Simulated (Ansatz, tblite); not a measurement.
Cost and result up the ladder for Mn2(F)4 (Mn₂F₄) (6 atoms). Total charge 0; multiplicity 11. Geometry: PBE0-D4/def2-SVP.

Cartesian coordinates in Å:
```
Mn 1.332 -0.463 -0.637
F 2.875 -0.985 -1.385
F 0.645 0.611 0.904
Mn -1.332 0.458 0.641
F -2.875 1.002 1.373
F -0.645 -0.623 -0.895
```

Ansatz on 4 threads of Arm Neoverse V1 on a shared host; xTB runs through tblite on one thread. Times are rough, summed over both states, and most runs start from the orbitals of an earlier one. No level here is sound enough to serve as a yardstick. The other state is a multiplicity 10, and no other spin of it was run.

The xTB rows come from tblite.

Run but left out: HF/def2-SVP, MP2/def2-SVP, CCSD/def2-SVP, CCSD(T)/def2-SVP (charge +1 multiplicity 10: ⟨S²⟩ 25.69, where a pure state has 24.75).

Raw xTB energies of ions are shifted by several eV, and xTB has no spin-polarisation term.

```tsv
level	functions	wall time	vertical IE (eV)	remarks
GFN2-xTB	34	0.009 s	12.81	–
GFN1-xTB	34	0.015 s	16.64	–
PBE-D4/def2-TZVP	214	10 s	9.34	–
r2SCAN-D4/def2-TZVP	214	24 s	9.82	spin-contaminated (⟨S²⟩ 24.93) (+1 multiplicity 10)
PBE0-D4/def2-TZVP (with forces)	214	31 s	10.64	spin-contaminated (⟨S²⟩ 24.98) (+1 multiplicity 10)
```
